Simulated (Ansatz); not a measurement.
```yaml
crystal:
  periodic: [false, false, false]
  atoms:
    - {symbol: Sn, position_ang: [-0.065787, -0.122261, -0.475144]}
    - {symbol: O, position_ang: [-0.076244, -0.120233, 1.494647]}
    - {symbol: H, position_ang: [0.353240, 0.649056, 1.874819]}
    - {symbol: H, position_ang: [1.558081, -0.117204, -1.008355]}
    - {symbol: H, position_ang: [-0.889182, 1.271868, -1.022628]}
    - {symbol: H, position_ang: [-0.880109, -1.561216, -0.863339]}
basis:
  gaussian: {orbitals: STO-3G, final_grid: {core_spheres: 20, valence_spheres: 16, degree: 47}}
total_charge: -1
magnetization: {spin_polarized: true, initial_magnetization: 1}
hamiltonian: {xc: {name: rPW86-PBE}, dispersion: d3bjatm, pseudopotentials: {relativity: scalar}}
charge: 1
output: {forces: true}
```

```sh
$ ansatz run in.yaml --threads 4 --pin off --events-out ev --progress --plain --max-ram 3916MiB
```

Output, abridged:

```
Error: YAML parse error: error: line 15 column 1: unknown field `charge`, expected one of crystal, accuracy, basis, kpoints, hamiltonian, magnetization, projection, total_charge, correlation, batch, efield, external_charges, scf, relax, neb, saddle, md, ramp, phonons, dielectric, real_time, elastic, magnetic_configurations, gw, evaluate, workflow, output, checkpoint, execution
  --> <input>:15:1
   |
13 | magnetization: {spin_polarized: true, initial_magnetization: 1}
14 | hamiltonian: {xc: {name: rPW86-PBE}, dispersion: d3bjatm, pseudop…
15 | charge: 1
   | ^ unknown field `charge`, expected one of crystal, accuracy, basis, kpoints, hamiltonian, magnetization, projection, total_charge, correlation, batch, efield, external_charges, scf, relax, neb, saddle, md, ramp, phonons, dielectric, real_time, elastic, magnetic_configurations, gw, evaluate, workflow, output, checkpoint, execution
16 | output: {forces: true}
   |
```

In this input the input holds a key that doesn't belong there (the charge goes under total_charge). The program refused the input.
